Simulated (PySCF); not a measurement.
rhenium atom (Re), sextet (core potentials on Re); PBE/def2-SV(P) run with PySCF.

Here is a job for PySCF.
```python
from pyscf import gto, scf, dft

mol = gto.Mole()
mol.atom = '''
    Re    0.00000000    0.00000000    0.00000000
'''
mol.basis = 'def2-sv(p)'
mol.ecp = {'Re': 'def2-sv(p)'}
mol.spin = 5
mol.verbose = 4
mol.build()

mf = dft.UKS(mol)
mf.xc = 'pbe'
mf.level_shift = 1.0
mf.max_cycle = 100
mf.kernel()
mf.analyze()
```

Output, abridged:

```
PySCF version 2.14.0

[INPUT] verbose = 4
[INPUT] num. atoms = 1
[INPUT] num. electrons = 15
[INPUT] charge = 0
[INPUT] spin (= nelec alpha-beta = 2S) = 5
[INPUT] symmetry False subgroup None
[INPUT] Mole.unit = angstrom
[INPUT] Symbol           X                Y                Z      unit          X                Y                Z       unit  Magmom
[...]
nuclear repulsion = 0
number of shells = 11
number of NR pGTOs = 50
number of NR cGTOs = 25
basis = def2-sv(p)
ecp = {'Re': 'def2-sv(p)'}

******** <class 'pyscf.dft.uks.UKS'> ********
method = UKS
initial guess = minao
damping factor = 0
level_shift factor = 1.0
DIIS = <class 'pyscf.scf.diis.CDIIS'>
diis_start_cycle = 1
diis_space = 8
diis_damp = 0
SCF conv_tol = 1e-09
SCF conv_tol_grad = None
SCF max_cycles = 100
direct_scf = True
direct_scf_tol = 1e-13
number electrons alpha = 10  beta = 5
XC library pyscf.dft.libxc version 7.1.2
    S. Lehtola, C. Steigemann, M. J. T. Oliveira, and M. A. L. Marques,  SoftwareX 7, 1–5 (2018)
XC functionals = pbe
    J. P. Perdew, K. Burke, and M. Ernzerhof,  Phys. Rev. Lett. 77, 3865 (1996)
    J. P. Perdew, K. Burke, and M. Ernzerhof,  Phys. Rev. Lett. 78, 1396 (1997)
    J. P. Perdew, K. Burke, and M. Ernzerhof,  Phys. Rev. Lett. 77, 3865 (1996)
    J. P. Perdew, K. Burke, and M. Ernzerhof,  Phys. Rev. Lett. 78, 1396 (1997)
radial grids:
    Treutler-Ahlrichs [JCP 102, 346 (1995); DOI:10.1063/1.469408] (M4) radial grids

becke partition: Becke, JCP 88, 2547 (1988); DOI:10.1063/1.454033
pruning grids: <function nwchem_prune>
grids dens level: 3
symmetrized grids: False
atomic radii adjust function: <function treutler_atomic_radii_adjust>
small_rho_cutoff = 0
Set gradient conv threshold to 3.16228e-05
tot grids = 24312
init E= -66.3790913867453

cycle= 1 E= -78.114539524983  delta_E= -11.7  |g|= 0.412  |ddm|= 5.46
cycle= 2 E= -78.147342156635  delta_E= -0.0328  |g|= 0.0664  |ddm|= 0.36
cycle= 3 E= -78.1509286007485  delta_E= -0.00359  |g|= 0.032  |ddm|= 0.138
cycle= 4 E= -78.1517209257423  delta_E= -0.000792  |g|= 0.02  |ddm|= 0.0745
cycle= 5 E= -78.152091260917  delta_E= -0.00037  |g|= 0.0127  |ddm|= 0.0486
cycle= 6 E= -78.1522272425878  delta_E= -0.000136  |g|= 0.00994  |ddm|= 0.0342
cycle= 7 E= -78.1523058788653  delta_E= -7.86e-05  |g|= 0.00759  |ddm|= 0.0247
cycle= 8 E= -78.1523517657365  delta_E= -4.59e-05  |g|= 0.00572  |ddm|= 0.0185
cycle= 9 E= -78.15237882542  delta_E= -2.71e-05  |g|= 0.00431  |ddm|= 0.014
cycle= 10 E= -78.152395329065  delta_E= -1.65e-05  |g|= 0.00331  |ddm|= 0.0107
cycle= 11 E= -78.1524060215008  delta_E= -1.07e-05  |g|= 0.00261  |ddm|= 0.00827
cycle= 12 E= -78.1524136022915  delta_E= -7.58e-06  |g|= 0.00213  |ddm|= 0.00647
cycle= 13 E= -78.1524193492895  delta_E= -5.75e-06  |g|= 0.00186  |ddm|= 0.00504
cycle= 14 E= -78.1524242705432  delta_E= -4.92e-06  |g|= 0.00169  |ddm|= 0.00404
cycle= 15 E= -78.1524286805339  delta_E= -4.41e-06  |g|= 0.00163  |ddm|= 0.0034
cycle= 16 E= -78.1524329791374  delta_E= -4.3e-06  |g|= 0.00163  |ddm|= 0.00288
cycle= 17 E= -78.1524372965798  delta_E= -4.32e-06  |g|= 0.00166  |ddm|= 0.00255
cycle= 18 E= -78.1524416238132  delta_E= -4.33e-06  |g|= 0.00174  |ddm|= 0.00243
cycle= 19 E= -78.1524461713036  delta_E= -4.55e-06  |g|= 0.00183  |ddm|= 0.0023
cycle= 20 E= -78.1524509551296  delta_E= -4.78e-06  |g|= 0.00194  |ddm|= 0.00226
cycle= 21 E= -78.1524561422527  delta_E= -5.19e-06  |g|= 0.00203  |ddm|= 0.00225
cycle= 22 E= -78.1524616409252  delta_E= -5.5e-06  |g|= 0.00215  |ddm|= 0.00228
cycle= 23 E= -78.1524677471679  delta_E= -6.11e-06  |g|= 0.00226  |ddm|= 0.00234
cycle= 24 E= -78.1524738857925  delta_E= -6.14e-06  |g|= 0.00242  |ddm|= 0.00237
cycle= 25 E= -78.1524805643779  delta_E= -6.68e-06  |g|= 0.00256  |ddm|= 0.00244
cycle= 26 E= -78.1524878870019  delta_E= -7.32e-06  |g|= 0.0027  |ddm|= 0.00252
cycle= 27 E= -78.1524958276097  delta_E= -7.94e-06  |g|= 0.00283  |ddm|= 0.00261
cycle= 28 E= -78.1525045232614  delta_E= -8.7e-06  |g|= 0.00297  |ddm|= 0.00272
[...]
cycle= 71 E= -78.1568020501564  delta_E= -0.000323  |g|= 0.0302  |ddm|= 0.0182
cycle= 72 E= -78.1571644569703  delta_E= -0.000362  |g|= 0.0322  |ddm|= 0.019
cycle= 73 E= -78.1576104625144  delta_E= -0.000446  |g|= 0.0331  |ddm|= 0.02
cycle= 74 E= -78.1581118071395  delta_E= -0.000501  |g|= 0.0337  |ddm|= 0.0209
cycle= 75 E= -78.1585498959014  delta_E= -0.000438  |g|= 0.0363  |ddm|= 0.0213
cycle= 76 E= -78.1589623538792  delta_E= -0.000412  |g|= 0.0395  |ddm|= 0.022
cycle= 77 E= -78.1591621994572  delta_E= -0.0002  |g|= 0.0462  |ddm|= 0.0237
cycle= 78 E= -78.1594460925217  delta_E= -0.000284  |g|= 0.0513  |ddm|= 0.0235
cycle= 79 E= -78.1599867464334  delta_E= -0.000541  |g|= 0.0531  |ddm|= 0.0241
cycle= 80 E= -78.1604920261987  delta_E= -0.000505  |g|= 0.056  |ddm|= 0.0245
cycle= 81 E= -78.1611079734816  delta_E= -0.000616  |g|= 0.0579  |ddm|= 0.0255
cycle= 82 E= -78.1617227370871  delta_E= -0.000615  |g|= 0.0606  |ddm|= 0.0263
cycle= 83 E= -78.162855790074  delta_E= -0.00113  |g|= 0.0583  |ddm|= 0.0311
cycle= 84 E= -78.1638820652123  delta_E= -0.00103  |g|= 0.0582  |ddm|= 0.0307
cycle= 85 E= -78.1649726951342  delta_E= -0.00109  |g|= 0.058  |ddm|= 0.0318
cycle= 86 E= -78.1661188548987  delta_E= -0.00115  |g|= 0.0576  |ddm|= 0.0328
cycle= 87 E= -78.1669778796712  delta_E= -0.000859  |g|= 0.0609  |ddm|= 0.0317
cycle= 88 E= -78.1682786942653  delta_E= -0.0013  |g|= 0.0588  |ddm|= 0.0343
cycle= 89 E= -78.1701668985075  delta_E= -0.00189  |g|= 0.0492  |ddm|= 0.0427
cycle= 90 E= -78.1719867213943  delta_E= -0.00182  |g|= 0.0403  |ddm|= 0.0441
cycle= 91 E= -78.1732845819816  delta_E= -0.0013  |g|= 0.0395  |ddm|= 0.0363
cycle= 92 E= -78.1745265377842  delta_E= -0.00124  |g|= 0.0397  |ddm|= 0.036
cycle= 93 E= -78.1759593048548  delta_E= -0.00143  |g|= 0.0366  |ddm|= 0.0394
cycle= 94 E= -78.1772810655119  delta_E= -0.00132  |g|= 0.035  |ddm|= 0.0373
cycle= 95 E= -78.179068218302  delta_E= -0.00179  |g|= 0.0319  |ddm|= 0.0987
cycle= 96 E= -78.1797749742609  delta_E= -0.000707  |g|= 0.0452  |ddm|= 0.0635
cycle= 97 E= -78.1804946310721  delta_E= -0.00072  |g|= 0.0519  |ddm|= 0.0498
cycle= 98 E= -78.1822015581757  delta_E= -0.00171  |g|= 0.0384  |ddm|= 0.0446
cycle= 99 E= -78.1834715866756  delta_E= -0.00127  |g|= 0.0333  |ddm|= 0.0338
cycle= 100 E= -78.1843408173963  delta_E= -0.000869  |g|= 0.0374  |ddm|= 0.0398
SCF not converged.
SCF energy = -78.1843408173963 after 100 cycles  <S^2> = 8.7582738  2S+1 = 6.0027573
**** SCF Summaries ****
Total Energy =                         -78.184340817396262
Nuclear Repulsion Energy =               0.000000000000000
One-electron Energy =                 -133.142441342471898
Two-electron Energy =                   54.958100525075636
Two-electron Coulomb Energy =           63.509411081507174
DFT Exchange-Correlation Energy =       -8.551310556431542
**** MO energy ****
                             alpha | beta                alpha | beta
[...]
spin_pop of  0 Re 5s        0.00122
spin_pop of  0 Re 6s        0.38985
spin_pop of  0 Re 7s        0.00098
spin_pop of  0 Re 8s       -0.00070
spin_pop of  0 Re 9s       -0.00031
spin_pop of  0 Re 10s        0.00263
spin_pop of  0 Re 5px       0.00766
spin_pop of  0 Re 5py       0.00823
spin_pop of  0 Re 5pz       0.00787
spin_pop of  0 Re 6px      -0.00512
spin_pop of  0 Re 6py      -0.00557
spin_pop of  0 Re 6pz      -0.00531
spin_pop of  0 Re 7px      -0.00254
spin_pop of  0 Re 7py      -0.00266
spin_pop of  0 Re 7pz      -0.00256
spin_pop of  0 Re 5dxy      0.68380
spin_pop of  0 Re 5dyz      0.47595
spin_pop of  0 Re 5dz^2     0.68418
spin_pop of  0 Re 5dxz      0.65901
spin_pop of  0 Re 5dx2-y2    0.66626
spin_pop of  0 Re 6dxy      0.31619
spin_pop of  0 Re 6dyz      0.18689
spin_pop of  0 Re 6dz^2     0.31484
spin_pop of  0 Re 6dxz      0.30732
spin_pop of  0 Re 6dx2-y2    0.31190
In total            10.00000 | 5.00000
Dipole moment(X, Y, Z, Debye):  0.00068,  0.00457, -0.00344
```

The run did not converge; its last values are not results.
